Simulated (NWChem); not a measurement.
System: TiNH2OF; SMILES [OH][Ti](=[NH])[F]

Parts of the log:

```
             Northwest Computational Chemistry Package (NWChem) 7.3.0
             --------------------------------------------------------

 C1  symmetry detected

                             Geometry "geometry" -> ""
                             -------------------------

 Output coordinates in angstroms (scale by  1.889725989 to convert to a.u.)

  No.       Tag          Charge          X              Y              Z
 ---- ---------------- ---------- -------------- -------------- --------------
    1 Ti                  22.0000    -0.02111095    -0.02465762     0.20492654
    2 N                    7.0000    -1.63526473     0.27138337    -0.14798483
    3 H                    1.0000    -2.60456504     0.21849861    -0.48662729
    4 F                    9.0000     0.58986800    -1.67368382    -0.15737185
    5 O                    8.0000     1.05484595     1.40243416    -0.13666202
    6 H                    1.0000     0.76827941     2.26796652    -0.47622000

 Effective nuclear repulsion energy (a.u.)     213.5715980039

  xc_inp: hfexch multiplicative factor not found.

                                 NWChem DFT Module
                                 -----------------

 Summary of "ao basis" -> "ao basis" (spherical)
 ------------------------------------------------------------------------------
       Tag                 Description            Shells   Functions and Types
 ---------------- ------------------------------  ------  ---------------------
 Ti                          6-31g*                 12       34   5s4p2d1f
 N                           6-31g*                  6       14   3s2p1d
 H                           6-31g*                  2        2   2s
 F                           6-31g*                  6       14   3s2p1d
 O                           6-31g*                  6       14   3s2p1d

            General Information
            -------------------
          SCF calculation type: DFT
          Wavefunction type:  closed shell.
          No. of atoms     :     6
          No. of electrons :    48
           Alpha electrons :    24
            Beta electrons :    24
          Charge           :     0
          Spin multiplicity:     1
          Use of symmetry is: off; symmetry adaption is: off
          Maximum number of iterations: 150
          AO basis - number of functions:    80
                     number of shells:    34
          Convergence on energy requested:  1.00D-06
          Convergence on density requested:  1.00D-05
          Convergence on gradient requested:  5.00D-04

              XC Information
              --------------
                     Hartree-Fock (Exact) Exchange  1.000

      Superposition of Atomic Density Guess
      -------------------------------------

 Sum of atomic energies:       -1077.71809716

      Non-variational initial energy
      ------------------------------

 Total energy =   -1077.783096
 1-e energy   =   -1904.149241
 2-e energy   =     612.794547
 HOMO         =      -0.368191
 LUMO         =      -0.089542

     ---------------------------------------------
      Total Density - Mulliken Population Analysis
     ---------------------------------------------

    Atom       Charge   Shell Charges
 -----------   ------   -------------------------------------------------------
    1 Ti  22    19.10   2.00  2.00  6.00  2.00  6.00  0.11  0.10  0.04  0.06  0.28  0.48  0.02
    2 N    7     8.78   2.00  0.89  2.92  0.92  2.04  0.01
    3 H    1     0.59   0.41  0.18
    4 F    9     9.81   2.00  0.96  3.57  1.03  2.25  0.00
    5 O    8     9.29   2.00  0.94  3.25  0.95  2.13  0.01
    6 H    1     0.44   0.35  0.09

   convergence    iter        energy       DeltaE   RMS-Dens  Diis-err
 ---------------- ----- ----------------- --------- --------- ---------
 d= 0,ls=0.0,diis     1  -1077.9062247417 -1.29D+03  2.58D-02  3.27D+00
 d= 0,ls=0.0,diis     2  -1077.1280628414  7.78D-01  1.58D-02  1.24D+01
 d= 0,ls=0.0,diis     3  -1078.3156684200 -1.19D+00  2.32D-03  8.80D-02
 d= 0,ls=0.0,diis     4  -1078.3234933710 -7.82D-03  7.60D-04  1.51D-02
 d= 0,ls=0.0,diis     5  -1078.3253162377 -1.82D-03  3.34D-04  9.79D-04
  Resetting Diis
 d= 0,ls=0.0,diis     6  -1078.3256159322 -3.00D-04  2.99D-04  2.71D-04
 d= 0,ls=0.0,diis     7  -1078.3257885546 -1.73D-04  1.39D-04  9.21D-05
 d= 0,ls=0.0,diis     8  -1078.3258438771 -5.53D-05  1.22D-04  5.32D-05
 d= 0,ls=0.0,diis     9  -1078.3258798921 -3.60D-05  2.90D-04  4.53D-05
 d= 0,ls=0.0,diis    10  -1078.3259298402 -4.99D-05  5.92D-05  4.35D-06
 d= 0,ls=0.0,diis    11  -1078.3259331248 -3.28D-06  4.02D-05  1.31D-06
 d= 0,ls=0.0,diis    12  -1078.3259344954 -1.37D-06  1.83D-05  3.09D-07
 d= 0,ls=0.0,diis    13  -1078.3259347660 -2.71D-07  6.14D-06  3.76D-08

         Total DFT energy =    -1078.325934766003
      One electron energy =    -1905.857583852529
           Coulomb energy =      680.558160307277
    Exchange-Corr. energy =      -66.598109224638
 Nuclear repulsion energy =      213.571598003887

 Numeric. integr. density =        0.000000000000

                       DFT Final Molecular Orbital Analysis
                       ------------------------------------

 Vector   22  Occ=2.000000D+00  E=-4.961939D-01
              MO Center=  9.7D-01,  1.3D+00, -1.1D-01, r^2= 9.4D-01
   Bfn.  Coefficient  Atom+Function         Bfn.  Coefficient  Atom+Function
  ----- ------------  ---------------      ----- ------------  ---------------
    69      0.543418  5 O  pz                73      0.452093  5 O  pz
    68      0.182444  5 O  py                72      0.152800  5 O  py
    67     -0.123660  5 O  px                71     -0.101708  5 O  px
    21     -0.077909  1 Ti d  1              53      0.071670  4 F  px
    26     -0.067166  1 Ti d  1              13      0.065848  1 Ti pz

 Vector   23  Occ=2.000000D+00  E=-3.939821D-01
              MO Center= -1.2D+00,  1.9D-01, -2.7D-02, r^2= 1.4D+00
   Bfn.  Coefficient  Atom+Function         Bfn.  Coefficient  Atom+Function
  ----- ------------  ---------------      ----- ------------  ---------------
    39      0.438455  2 N  pz                43      0.395686  2 N  pz
    21      0.277545  1 Ti d  1              26      0.212098  1 Ti d  1
    37     -0.138452  2 N  px                41     -0.121061  2 N  px
    13      0.108166  1 Ti pz                 9     -0.100269  1 Ti pz
    20     -0.078696  1 Ti d  0              25     -0.068823  1 Ti d  0

 Vector   24  Occ=2.000000D+00  E=-3.915364D-01
              MO Center= -1.3D+00,  2.5D-01, -9.5D-02, r^2= 1.5D+00
   Bfn.  Coefficient  Atom+Function         Bfn.  Coefficient  Atom+Function
  ----- ------------  ---------------      ----- ------------  ---------------
    38      0.513483  2 N  py                42      0.452083  2 N  py
    18     -0.160533  1 Ti d -2              23     -0.138469  1 Ti d -2
     8     -0.116131  1 Ti py                22     -0.102363  1 Ti d  2
    12      0.095356  1 Ti py                58     -0.088292  4 F  py
    54     -0.080677  4 F  py                27     -0.077721  1 Ti d  2

 Vector   25  Occ=0.000000D+00  E= 1.892041D-02
              MO Center=  1.4D-02, -2.7D-04,  1.5D+00, r^2= 5.0D+00
   Bfn.  Coefficient  Atom+Function         Bfn.  Coefficient  Atom+Function
  ----- ------------  ---------------      ----- ------------  ---------------
    14      0.897236  1 Ti s                 17      0.379599  1 Ti pz
    20      0.255515  1 Ti d  0              25      0.236150  1 Ti d  0
     6      0.210202  1 Ti s                 40     -0.124968  2 N  s
    13      0.121045  1 Ti pz                70     -0.110626  5 O  s
    56     -0.092373  4 F  s                 50     -0.073166  3 H  s

 Vector   26  Occ=0.000000D+00  E= 8.052334D-02
              MO Center= -1.9D-01,  5.0D-01, -8.9D-01, r^2= 9.9D+00
   Bfn.  Coefficient  Atom+Function         Bfn.  Coefficient  Atom+Function
  ----- ------------  ---------------      ----- ------------  ---------------
    17      0.920451  1 Ti pz                14     -0.692435  1 Ti s
    16     -0.544345  1 Ti py                10     -0.283336  1 Ti s
    13     -0.238884  1 Ti pz                15      0.226586  1 Ti px
    21     -0.175325  1 Ti d  1              12      0.157772  1 Ti py
     6     -0.148207  1 Ti s                 26     -0.144044  1 Ti d  1

 Vector   27  Occ=0.000000D+00  E= 9.329384D-02
              MO Center=  3.5D-02, -1.3D-01,  2.6D-01, r^2= 1.3D+01
   Bfn.  Coefficient  Atom+Function         Bfn.  Coefficient  Atom+Function
  ----- ------------  ---------------      ----- ------------  ---------------
    15      0.942764  1 Ti px                16      0.870986  1 Ti py
    12     -0.297401  1 Ti py                11     -0.292752  1 Ti px
    17      0.216196  1 Ti pz                70     -0.122281  5 O  s
    41     -0.119081  2 N  px                72     -0.118943  5 O  py
    71     -0.114047  5 O  px                50      0.100212  3 H  s

     ---------------------------------------------
      Total Density - Mulliken Population Analysis
     ---------------------------------------------

    Atom       Charge   Shell Charges
 -----------   ------   -------------------------------------------------------
    1 Ti  22    20.24   2.00  2.00  6.00  2.01  6.03  0.07  0.29  0.01  0.06  0.80  0.94  0.03
    2 N    7     7.96   2.00  0.78  2.31  0.97  1.89  0.02
    3 H    1     0.64   0.48  0.15
    4 F    9     9.64   2.00  0.92  3.28  1.08  2.36  0.01
    5 O    8     9.01   2.00  0.87  2.88  1.04  2.21  0.01
    6 H    1     0.52   0.44  0.07

     -------------------------------------------
      Total Density - Lowdin Population Analysis
     -------------------------------------------

[...]
```

Level: Hartree-Fock/6-31G* (spherical d). Structure relaxed at the PBE-D3(BJ)/def2-SVP level.

Task: Write an input that gives this output.

Result: Several could match; the one computed here: the input that was run:
```
start job
memory heap 200 mb stack 900 mb global 1100 mb
geometry units angstroms noautoz
  Ti    -0.018226    -0.025893     0.259836
  N     -1.666176     0.090239    -0.037575
  H     -2.632998    -0.064920    -0.350943
  F      0.768306    -1.579585    -0.177487
  O      0.873441     1.527569    -0.060543
  H      0.477741     2.364011    -0.361130
end
basis spherical
  * library 6-31g*
end
dft
  xc hfexch
  iterations 150
  mulliken
end
task dft energy
```
